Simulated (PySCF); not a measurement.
C₄H₇, SMILES C=C(C)[CH2] (connectivity only; charge and spin as stated), charge +1, multiplicity 1.

The structure is a stationary point at B3LYP-D3(BJ)/def2-SVP. The multiplicity is an assumed one; other spin states were not compared. The isomer is the one that the SMILES or the coordinates give; other isomers of the formula were not compared.

Method: TDA-B3LYP/def2-SVPD run with PySCF 2.14.0.

Vertical excitations. Isolated molecule, no solvent. State labels are in the subgroup Cs.

Computed lowest excited states:
```json
[
 {"state": "S1", "symmetry": "A'", "energy (eV)": "4.45", "λ (nm)": "278", "f": "0.000", "main pairs": "HOMO−1→LUMO 99 %"},
 {"state": "S2", "symmetry": "A\"", "energy (eV)": "4.54", "λ (nm)": "273", "f": "0.082", "main pairs": "HOMO→LUMO 67 %, HOMO−3→LUMO 22 %"},
 {"state": "S3", "symmetry": "A\"", "energy (eV)": "4.66", "λ (nm)": "266", "f": "0.009", "main pairs": "HOMO−2→LUMO 91 %"},
 {"state": "S4", "symmetry": "A'", "energy (eV)": "5.33", "λ (nm)": "232", "f": "0.000", "main pairs": "HOMO−4→LUMO 99 %"},
 {"state": "S5", "symmetry": "A\"", "energy (eV)": "6.85", "λ (nm)": "181", "f": "0.430", "main pairs": "HOMO−3→LUMO 71 %, HOMO→LUMO 22 %"},
 {"state": "S6", "symmetry": "A'", "energy (eV)": "7.39", "λ (nm)": "168", "f": "0.003", "main pairs": "HOMO−5→LUMO 99 %"},
 {"state": "S7", "symmetry": "A\"", "energy (eV)": "7.63", "λ (nm)": "163", "f": "0.000", "main pairs": "HOMO−6→LUMO 98 %"},
 {"state": "S8", "symmetry": "A'", "energy (eV)": "8.52", "λ (nm)": "146", "f": "0.305", "main pairs": "HOMO→LUMO+1 93 %"},
 {"state": "S9", "symmetry": "A\"", "energy (eV)": "8.85", "λ (nm)": "140", "f": "0.007", "main pairs": "HOMO−1→LUMO+1 95 %"},
 {"state": "S10", "symmetry": "A'", "energy (eV)": "9.20", "λ (nm)": "135", "f": "0.003", "main pairs": "HOMO−2→LUMO+1 97 %"},
 {"state": "T1", "symmetry": "A\"", "energy (eV)": "2.03", "λ (nm)": "611", "f": "0", "main pairs": "HOMO→LUMO 95 %"},
 {"state": "T2", "symmetry": "A'", "energy (eV)": "4.30", "λ (nm)": "289", "f": "0", "main pairs": "HOMO−1→LUMO 93 %"},
 {"state": "T3", "symmetry": "A\"", "energy (eV)": "4.40", "λ (nm)": "282", "f": "0", "main pairs": "HOMO−2→LUMO 98 %"},
 {"state": "T4", "symmetry": "A'", "energy (eV)": "4.74", "λ (nm)": "262", "f": "0", "main pairs": "HOMO−4→LUMO 93 %"}
]
```
Triplets are in the Tamm–Dancoff approximation.
